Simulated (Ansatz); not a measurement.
`CC(C)(C)[CH2][Ga]([Cl])[Cl]` + HI → `CC(C)(C)I` + `[CH3][Ga]([Cl])[Cl]`  (substitution at a C–C bond)

Program: Ansatz. Geometries: PBE0-D4/def2-TZVP. ΔE: electronic, gas phase. CBS: MP2 limit from def2 TZ/QZ plus the TZ coupled-cluster correction, frozen cores. DFT in def2-TZVPP. HSE06 is defined as in plane-wave codes. Elements past krypton have def2 core potentials. For Ga, I outer-core shells are correlated without core-valence functions, which leaves a few kJ/mol of doubt a bond. Scalar relativity is left out up to krypton. One conformer a species, not always the lowest.

```tsv
level	ΔE (kJ/mol)	difference from CCSD(T)/CBS
LDA (SPW92)	-1.8	11.7
BHLYP-D4	-9.7	3.8
r2SCAN	-16.4	-2.9
r2SCANh	-15.4	-1.9
r2SCAN0	-13.8	-0.3
HSE06	-16.2	-2.7
RPA@PBE/def2-TZVPP	-3.7	9.8
CCSD/def2-TZVPP	-5.5	8.0
MP2/def2-QZVPP	-17.2	-3.7
SCS-MP2/def2-QZVPP	-17.5	-4.0
CCSD(T)/CBS	-13.5	0
```

Largest T1 diagnostic among the species: 0.011.

At CCSD(T), def2-SVP lies +23.8 kJ/mol from the extrapolated value and def2-TZVPP +7.3 kJ/mol. In def2-TZVPP, CCSD(T) changes the Hartree–Fock value by +12.2 kJ/mol (the triples alone add −0.7 kJ/mol) and MP2 by +5.6 kJ/mol.

CCSD(T)/CBS has its own doubt, a few kJ/mol and more with outer-core shells, so smaller differences from it don't rank the levels.
